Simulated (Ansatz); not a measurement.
Reaction (formal exchange of groups at a B–C bond): `BC([SiH3])B[SiH3]` + `[CH3][InH2]` → `[SiH3]B[CH2][InH2]` + `BC[SiH3]`

Isolated molecules relaxed with PBE0-D4/def2-TZVP in Ansatz; ΔE leaves out vibrations. CBS: MP2 limit from def2 TZ/QZ plus the TZ coupled-cluster correction, frozen cores. Functionals use def2-TZVPP. B3LYP here is the variant with VWN-RPA as its local correlation; programs differ in this. def2 core potentials past Kr. For In outer-core shells are correlated without core-valence functions, which leaves a few kJ/mol of doubt a bond. Each species was taken in one conformer, which may not be the lowest.

Problem. Is it downhill or uphill in electronic energy at CCSD(T)/CBS, and by how much? (Estimate.)

Solution. The calculation gave: Downhill: ΔE = -0.43 eV.

Problem. What do these levels give: PBE-D4, r2SCAN-D4, PBE0-D4, ωB97X-V, ωB97M-V, B2PLYP, B3LYP, HF/def2-TZVPP, CCSD(T)/def2-TZVPP, MP2/def2-QZVPP, SCS-MP2/def2-QZVPP, MP2/CBS(def2)? (An estimate is asked.)

Solution. The calculation gave: PBE-D4 -0.35, r2SCAN-D4 -0.37, PBE0-D4 -0.32, ωB97X-V -0.27, ωB97M-V -0.32, B2PLYP -0.36, B3LYP -0.35, HF/def2-TZVPP -0.22, CCSD(T)/def2-TZVPP -0.37, MP2/def2-QZVPP -0.42, SCS-MP2/def2-QZVPP -0.39, MP2/CBS(def2) -0.45 eV.

Largest T1 diagnostic among the species: 0.014.

The D4 term adds +0.04 eV with B3LYP and +0.02 eV with PBE0; it sums over pairs of atoms, weighted by their polarisabilities, and B3LYP, whose exchange is more repulsive, gets the larger term. In def2-TZVPP, CCSD(T) changes the Hartree–Fock value by −0.15 eV (the triples alone add −0.03 eV) and MP2 by −0.17 eV.
